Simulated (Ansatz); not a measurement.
# A geometry optimisation of BH8NO3Si with PBE0-D4/def2-SVP

The starting geometry of this gas-phase singlet was optimised with GFN2-xTB.

```tsv
atom	x (Å)	y (Å)	z (Å)
B	0.9224	2.0290	0.5528
N	-0.1537	-0.0294	-1.6371
O	-2.3360	-0.1389	-0.1315
O	-0.2157	1.1702	0.7728
O	0.8177	2.4011	-1.0715
Si	-0.7147	-0.1478	0.0384
H	0.4966	1.5089	-1.4170
H	0.6713	-0.5752	-1.8394
H	-0.8512	-0.2676	-2.3286
H	-0.2697	-1.3758	0.6871
H	-2.8627	0.1544	0.6054
H	1.9686	1.4794	0.6567
H	0.8068	3.0614	1.1242
H	0.0617	2.9964	-1.1142
```

Problem. Where would you expect an optimisation with PBE0-D4/def2-SVP to take it?

Solution. It keeps its bonds.

The energy falls by 0.16 eV over 17 steps:

```json
{"step": "1", "E − E(last) (eV)": "0.161"}
{"step": "3", "E − E(last) (eV)": "0.026"}
{"step": "5", "E − E(last) (eV)": "0.016"}
{"step": "6", "E − E(last) (eV)": "0.012"}
{"step": "8", "E − E(last) (eV)": "0.004"}
{"step": "10", "E − E(last) (eV)": "0.002"}
{"step": "12", "E − E(last) (eV)": "0.000"}
{"step": "13", "E − E(last) (eV)": "0.000"}
{"step": "15", "E − E(last) (eV)": "0.000"}
{"step": "17", "E − E(last) (eV)": "0.000"}
```

Final geometry (Å):

```json
{"atom": "B", "x (Å)": "0.8501", "y (Å)": "1.9971", "z (Å)": "0.5548"}
{"atom": "N", "x (Å)": "-0.1194", "y (Å)": "0.0010", "z (Å)": "-1.6151"}
{"atom": "O", "x (Å)": "-2.3493", "y (Å)": "-0.3480", "z (Å)": "-0.1032"}
{"atom": "O", "x (Å)": "-0.4394", "y (Å)": "1.3505", "z (Å)": "0.7559"}
{"atom": "O", "x (Å)": "0.8525", "y (Å)": "2.3970", "z (Å)": "-1.0369"}
{"atom": "Si", "x (Å)": "-0.7199", "y (Å)": "-0.0984", "z (Å)": "0.0587"}
{"atom": "H", "x (Å)": "0.5177", "y (Å)": "1.5345", "z (Å)": "-1.4774"}
{"atom": "H", "x (Å)": "0.6138", "y (Å)": "-0.6653", "z (Å)": "-1.8535"}
{"atom": "H", "x (Å)": "-0.8641", "y (Å)": "-0.0895", "z (Å)": "-2.3057"}
{"atom": "H", "x (Å)": "-0.0403", "y (Å)": "-1.2262", "z (Å)": "0.7466"}
{"atom": "H", "x (Å)": "-2.8996", "y (Å)": "0.0486", "z (Å)": "0.5792"}
{"atom": "H", "x (Å)": "1.8184", "y (Å)": "1.2446", "z (Å)": "0.6261"}
{"atom": "H", "x (Å)": "0.9578", "y (Å)": "3.0602", "z (Å)": "1.1409"}
{"atom": "H", "x (Å)": "0.1628", "y (Å)": "3.0599", "z (Å)": "-1.1721"}
```

No frequencies were run, so the end isn't proven a minimum. Run with Ansatz 0.2.0, 34 s on 2 threads of Intel(R) Xeon(R) 6975P-C (Granite Rapids), with other jobs on the host.
